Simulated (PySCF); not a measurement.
Fe(OH2)6 (FeH₁₂O₆), SMILES [OH2]->[Fe+3](<-[OH2])(<-[OH2])(<-[OH2])(<-[OH2])<-[OH2] (connectivity only; charge and spin as stated), charge +3, multiplicity 6.

Geometry: r2SCAN-D4/def2-SVP. The spin state was assumed, not searched. The isomer is the one that the SMILES or the coordinates give; other isomers of the formula were not compared.

Two levels are set side by side: PBE/def2-SVP (PySCF) and CAM-B3LYP/def2-SVP (PySCF). Same geometry, gas phase. Differences are taken from unrounded values.

| quantity | CAM-B3LYP |
|---|---|
| α-spin orbital gap (eV) | 13.54 |
| β-spin orbital gap (eV) | 7.59 |
| mean polarisability (bohr³) | 53.5 |

Q: What does PBE give, and how far is it from CAM-B3LYP? (The exact figures need the calculation; the answer reports its results.)

A: 
| quantity | PBE | PBE minus CAM-B3LYP |
|---|---|---|
| α-spin orbital gap (eV) | 7.96 | -5.58 |
| β-spin orbital gap (eV) | 2.19 | -5.40 |
| mean polarisability (bohr³) | 67.3 | 13.8 |

Loosely held outer electrons make PBE densities more polarisable. Differences between two approximate levels are no errors against the true value.

Rough cost on one machine, each run with all the roots and properties that it gave: CAM-B3LYP against PBE within a factor of 2.
